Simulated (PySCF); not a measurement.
**C₆ coefficients of unlike pairs at PBE**

Calculated with PySCF 2.14 from the dipole response of each species, C₆(A,B) = (3/π) ∫ α_A(iu) α_B(iu) du, in atomic units, from isotropic polarisabilities. For ions this is the dispersion term alone; charge-induced terms of lower order in 1/R come first.

```csv
species,configuration,basis,relativity,α (bohr³),C₆ (like pair)
Cd⁺,[Kr] 4d10 5s1 (2S),aug-cc-pVDZ-PP with ECP28MDF (5s5p4d2f),core potential,23.64,140.4
Sn³⁺,[Kr] 4d10 5s1 (2S),aug-cc-pwCVDZ-PP with ECP28MDF (6s5p4d1f),core potential,8.442,30.52
Pb²⁺,[Xe] 4f14 5d10 6s2 (1S),aug-cc-pVQZ-DK3 (10s9p7d4f2g),spin-free X2C,13.33,90.02
Al²⁺,[Ne] 3s1 (2S),aug-cc-pwCVQZ (10s9p7d5f3g),none,13.64,36.55
```

(1) Estimate C₆ for Sn³⁺ with Cd⁺.

No spin-orbit coupling is included.

The other pairs:

| pair | C₆ |
| --- | --- |
| Al²⁺, Cd⁺ | 69.90 |
| Pb²⁺, Cd⁺ | 109.0 |
| Pb²⁺, Sn³⁺ | 52.12 |
| Al²⁺, Pb²⁺ | 51.52 |
| Al²⁺, Sn³⁺ | 30.50 |

## Answers

(1) The integral gives 63.99. The combination rule 2 C_A C_B / (C_A α_B/α_A + C_B α_A/α_B) gives 63.19 and the geometric mean 65.45.
